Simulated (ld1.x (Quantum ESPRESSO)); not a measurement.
## What one change does to a pseudopotential (Cr (Z = 24), PAW)

Cr, PAW, made with ld1.x (Quantum ESPRESSO) 7.5 (PBEsol, scalar-relativistic). Core [Ne], reference 3s2 3p6 3d5 4s1 4p0. Waves: 3s (bound): rcut 1.20, rcutus 1.40 bohr; 4s (bound): rcut 1.20, rcutus 1.40 bohr; 3p (bound): rcut 1.35, rcutus 1.40 bohr; 4p (bound, empty): rcut 1.35, rcutus 1.40 bohr; 3d (bound): rcut 1.35, rcutus 1.65 bohr; 3d channel at 2 Ry: rcut 1.35, rcutus 1.65 bohr. Local part: all-electron potential smoothed inside 1.35 bohr (lloc = -1). Core correction: Bessel-smoothed model core inside 0.90 bohr. Augmentation charge: BESSEL, radius 1.05 bohr.

All-electron outer shells of the reference configuration (PBEsol, scalar-relativistic, ld1.x):

| shell | level (eV) | outermost node (bohr) | outermost maximum (bohr) |
| --- | --- | --- | --- |
| 2s | -666.34 | 0.09 | 0.24 |
| 2p | -560.29 | – | 0.20 |
| 3s | -73.77 | 0.36 | 0.78 |
| 3p | -45.34 | 0.33 | 0.80 |
| 4s | -4.02 | 1.12 | 2.74 |
| 3d | -2.93 | – | 0.84 |
| 4p | -0.95 | 1.25 | 3.89 |

Change: core correction Bessel-smoothed model core inside 0.58 bohr.

Cutoffs: the cutoffs (Ry, on a coarse ladder) from which the occupation-weighted sum of valence levels, in a spherical-Bessel basis at the reference potential, stays within 10 and 1 mRy of its value at 400 Ry; they do not see the model core or the augmentation charge, which bear on the density cutoff. Errors are all-electron minus pseudo energies relative to the spin-unpolarised reference configuration.

Q: What does the change do?

A: The potential gets neither clearly harder nor softer (45 Ry and 80 Ry → 45 Ry and 80 Ry); of the 7 tests that both files solve, the error grows in 3 and shrinks in 0 by more than 15 % and 0.3 meV (median size 1.0 → 1.1 meV); neither file shows a bound ghost. A model core, the more so a compact one, raises the density cutoff, which this test does not measure.

| quantity | base | changed |
| --- | --- | --- |
| cutoff, loose | 45 Ry | 45 Ry |
| cutoff, tight | 80 Ry | 80 Ry |
| bound ghosts | none | none |
| error for 3s2 3p6 3d5 4s0 4p0, meV [ΔE 6.87 eV] | -1.0 | -0.9 |
| error for 3s2 3p6 3d4 4s0 4p0, meV [ΔE 22.89 eV] | +0.7 | +1.1 |
| error for 3s2 3p6 3d3 4s0 4p0, meV [ΔE 53.59 eV] | +11 | +14 |
| error for 3s2 3p6 3d4 4s2 4p0, meV [ΔE -0.09 eV] | +1.9 | +2.1 |
| error for 3s2 3p6 3d2 4s0 4p0, meV [ΔE 101.91 eV] | +37 | +50 |
| error for 3s2 3p6 3d5 4s0 4p1, meV [ΔE 3.14 eV] | -0.5 | -0.5 |
| error for 3s2 3p6 3d5.5 4s0.5 4p0, meV [ΔE 0.72 eV] | -0.3 | -0.2 |
| s: phases at 1.80 bohr within 0.05 rad from the reference energy up to (Ry; the scan ends near 5) | to the end of the scan | to the end of the scan |
| p: phases at 1.80 bohr within 0.05 rad from the reference energy up to (Ry; the scan ends near 5) | 2.7 | 2.7 |
| d: phases at 1.80 bohr within 0.05 rad from the reference energy up to (Ry; the scan ends near 5) | to the end of the scan | to the end of the scan |
| lowest overlap eigenvalue by channel | s 0.05, p 0.27, d 0.43 | s 0.05, p 0.27, d 0.43 |
